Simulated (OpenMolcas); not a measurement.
# What dynamic correlation does to the levels of Ar2+

```
Program             : OpenMolcas
Basis               : ANO-L-VTZP [5s4p2d1f]
Scalar Hamiltonian  : non-relativistic, point nucleus
Active space        : 4 electrons in 3 orbitals (3p)
State averaging     : 2S+1 = 3 even, 3 roots; 2S+1 = 1 even, 6 roots
Spin-orbit coupling : state interaction with AMFI integrals over the reference wave functions, term energies averaged over their components
```

Methods on the same reference wave functions:
A. CASSCF
B. SS-CASPT2, IPEA 0.25 Eh, imaginary shift 0.1 Eh (closed shells correlated: 2s 2p 3s)

Energies in cm⁻¹ above 3s² 3p⁴ ³P₂, the measured ground level; measured values from Saloman, J. Phys. Chem. Ref. Data 39, 033101 (2010).

```tsv
Level	A	B	Measured
3s² 3p⁴ ³P₂	0.0	0.0	0.0
3s² 3p⁴ ³P₁	1006	1011	1112
3s² 3p⁴ ³P₀	1448	1444	1570
3s² 3p⁴ ¹D₂	17001	14580	14010
3s² 3p⁴ ¹S₀	41576	35310	33266
```

Deviations, from unrounded energies. A percentage is the sum of absolute deviations over the sum of measured energies, with the sign that they share, or ± where signs differ.

```csv
Against measurement,Levels,A,B
mean absolute deviation (cm-1),4,2900,710
fine structure of the ground term (%),2,-8.5,-8.5
other terms of the ground configuration (%),2,+23.9,+5.5
```

B lies closest to measurement on these levels. The largest miss of B in the table is 3s² 3p⁴ ¹S₀, by +2000 cm-1. The ranking rests on the paired levels alone, and a cruder setting can come out closer through cancelling errors.

From A to B the spin-free energies of the other terms of 3s² 3p⁴ shown, above ³P, scale by a factor of 0.85.

The lowest spin-free term lies below A's lowest term by 0.175 hartree in B.

CASPT2 does not keep the components of a term degenerate, so their means are used; among the terms shown or strongly mixed into the levels shown the widest spread is 150 cm-1 (3s² 3p⁴ ¹D, B). With the s shell closed, the reference lacks s² → p² mixing. Measured partners are found by configuration, term and J. A level has none where our copy of the source lacks it or the pairing is in doubt (some pairs that miss far off the trend of their configuration count as doubtful), and it then counts in no deviation. Only configurations of the active space appear.
